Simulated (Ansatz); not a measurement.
Reaction (ligand exchange at a Ge–O bond): `C[SiH2][O][GeH3]` + `N[SiH](O)O` → `O[SiH](O)[NH][GeH3]` + `C[SiH2]O`

Computed with Ansatz on PBE0-D4/def2-TZVP structures; ΔE is electronic, products minus reactants. CCSD(T)/CBS is the MP2 limit (def2-TZVPP, def2-QZVPP) plus CCSD(T) − MP2 in def2-TZVPP, frozen cores. This one scheme is used for every species. Functionals use def2-TZVPP. For Ge outer-core shells are correlated without core-valence functions, which leaves a few kJ/mol of doubt a bond. Scalar relativity is left out up to krypton. Each species was taken in one conformer, which may not be the lowest.

| level | ΔE (kJ/mol) | difference from CCSD(T)/CBS |
| --- | --- | --- |
| PBE-D4 | 25.4 | -1.3 |
| r2SCAN-D4 | 29.0 | 2.3 |
| PBE0-D4 | 25.3 | -1.4 |
| B2PLYP | 31.5 | 4.8 |
| r2SCAN | 29.4 | 2.7 |
| HF/def2-TZVPP | 37.1 | 10.4 |
| MP2/def2-TZVPP | 27.1 | 0.4 |
| CCSD(T)/def2-TZVPP | 27.6 | 0.9 |
| MP2/def2-QZVPP | 27.0 | 0.3 |
| SCS-MP2/def2-QZVPP | 30.0 | 3.3 |
| CCSD(T)/CBS | 26.7 | 0 |

Largest T1 diagnostic among the species: 0.011.

In def2-TZVPP, CCSD(T) changes the Hartree–Fock value by −9.5 kJ/mol (the triples alone add −0.9 kJ/mol) and MP2 by −10.1 kJ/mol.
